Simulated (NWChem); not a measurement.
System: C$_{3}$H$_{4}$F$_{2}$O; SMILES C(=C\F)(/OC)F

The following NWChem deck was run.

```
start job
memory heap 200 mb stack 900 mb global 1100 mb
geometry units angstroms
  C     -2.319263     0.516964     0.196603
  O     -0.984092     1.002536     0.195362
  C     -0.008959     0.103244     0.015488
  F     -0.411473    -1.167934    -0.145008
  C      1.277928     0.434976    -0.005474
  F      2.241220    -0.485616    -0.188268
  H     -2.942917     1.393179     0.354693
  H     -2.570155     0.049172    -0.758775
  H     -2.476947    -0.202517     1.003781
  H      1.637824     1.440265     0.118739
end
basis spherical
  * library def2-svp
end
dft
  xc pbe0
  iterations 150
end
driver
  maxiter 120
end
task dft optimize
task dft freq
```

The optimisation ended at a saddle point (imaginary frequency).

The level has its own optimisation; frequencies are unscaled. Brackets give each atom's bonded neighbours.

**Question.** What results follow from this input? (PBE0/def2-SVP.) Quantities: r C–O [C(HHHO)–O(CC)] (Å); r C–O [C(CFO)–O(CC)] (Å); r C–F [C(CFO)–F(C)] (Å); r C–C (Å); highest harmonic frequency (cm⁻¹); lowest (cm⁻¹); zero-point energy (kcal/mol); dipole (D).

**Answer.** 
```
Quantity                           Value
---------------------------------  -----
r C–O [C(HHHO)–O(CC)] (Å)          1.411
r C–O [C(CFO)–O(CC)] (Å)           1.332
r C–F [C(CFO)–F(C)] (Å)            1.326
r C–C (Å)                          1.336
highest harmonic frequency (cm⁻¹)   3273
lowest (cm⁻¹)                       -109
zero-point energy (kcal/mol)        43.9
dipole (D)                          2.64
```
